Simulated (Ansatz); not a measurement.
Reaction (formal exchange of groups at the Si–As bond): `C[SiH2][AsH2]` + `CON` → `CO[SiH2]C` + `N[AsH2]`

Gas-phase electronic energies from Ansatz, PBE0-D4/def2-TZVP geometries. CCSD(T)/CBS adds triple-zeta CCSD(T) − MP2 to the extrapolated MP2 energy (def2 sets, frozen cores). This one scheme is used for every species. For As outer-core shells are correlated without core-valence functions, which leaves a few kJ/mol of doubt a bond. Scalar relativity is left out up to krypton. Each species was taken in one conformer, which may not be the lowest.

`C[SiH2][AsH2]`:

```xyz
10

C     0.490    1.449   -0.233
Si   -0.187   -0.257   -0.601
As   -1.007   -1.224    1.400
H     0.834    1.932   -1.150
H     1.335    1.390    0.457
H    -0.276    2.082    0.220
H     0.859   -1.103   -1.237
H    -1.339   -0.166   -1.540
H    -1.110   -2.606    0.770
H     0.400   -1.497    1.915
```

`CON`:

```xyz
8

C    -0.050    0.676   -0.769
O     0.708   -0.157    0.073
N    -0.170   -0.819    0.967
H    -0.593    1.437   -0.198
H    -0.769    0.099   -1.361
H     0.665    1.161   -1.435
H     0.024   -1.808    0.830
H     0.185   -0.588    1.892
```

`CO[SiH2]C`:

Cartesian coordinates in Å:
```
C 1.188 1.427 -0.401
O 0.139 0.761 -1.060
Si -0.346 -0.760 -0.661
C -1.105 -0.845 1.040
H 1.421 2.338 -0.955
H 2.094 0.810 -0.355
H 0.908 1.709 0.621
H 0.828 -1.682 -0.712
H -1.332 -1.144 -1.700
H -0.386 -0.569 1.815
H -1.442 -1.865 1.248
H -1.968 -0.179 1.119
```

`N[AsH2]`:

Z-matrix (Å, degrees):
```
N
As 1 1.854
H 1 1.010 2 114.8
H 1 1.011 2 110.5 3 123.6
H 2 1.536 1 101.2 3 -27.8
H 2 1.524 1 95.5 3 64.6
```

```json
{"species": "`C[SiH2][AsH2]`", "CCSD(T)/CBS(def2) energy (Eh)": "-2566.35921"}
{"species": "`CON`", "CCSD(T)/CBS(def2) energy (Eh)": "-170.85898"}
{"species": "`CO[SiH2]C`", "CCSD(T)/CBS(def2) energy (Eh)": "-445.20896"}
{"species": "`N[AsH2]`", "CCSD(T)/CBS(def2) energy (Eh)": "-2292.09958"}
```

Task: Work out ΔE.

Result: ΔE = (-445.20896) + (-2292.09958) − (-2566.35921) − (-170.85898) = -0.09035 Eh = -56.7 kcal/mol.

Largest T1 diagnostic among the species: 0.011.

At CCSD(T), def2-SVP lies +7.5 kcal/mol from the extrapolated value and def2-TZVPP +0.3 kcal/mol. From BLYP to BHLYP (50 % exact exchange), in def2-TZVPP and without D4, ΔE moves by −5.7 kcal/mol. Leaving LDA and LC-ωPBE aside and taking each functional with its dispersion term where it has one, the values, not all of them listed here, spread over 8.9 kcal/mol, from BHLYP-D4 to PBE-D4. LDA lies −1.0 kcal/mol from PBE without D4.
